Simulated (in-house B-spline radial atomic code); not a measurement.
Spin-orbit splittings of orbital energies (j = l + 1/2 less j = l - 1/2) and ratios of mean radii (lower j over upper j) along the 60-electron series, configuration [Xe] 4f6. Computed with an all-electron radial atomic-structure program (B-spline basis): Dirac-Hartree-Fock, average of the configuration, finite nuclei.

| ion | Z | splitting of 3d (eV) | radius ratio of 3d | splitting of 4f (eV) | radius ratio of 4f | splitting of 4d (eV) | radius ratio of 4d |
| --- | --- | --- | --- | --- | --- | --- | --- |
| Sm2+ | 62 | 26.804 | 0.98315 | 0.54042 | 0.98689 | 5.0182 | 0.9848 |
| Eu3+ | 63 | 29.027 | 0.98259 | 0.66033 | 0.98958 | 5.514 | 0.98452 |
| Gd4+ | 64 | 31.385 | 0.98202 | 0.79602 | 0.9907 | 6.0612 | 0.98428 |
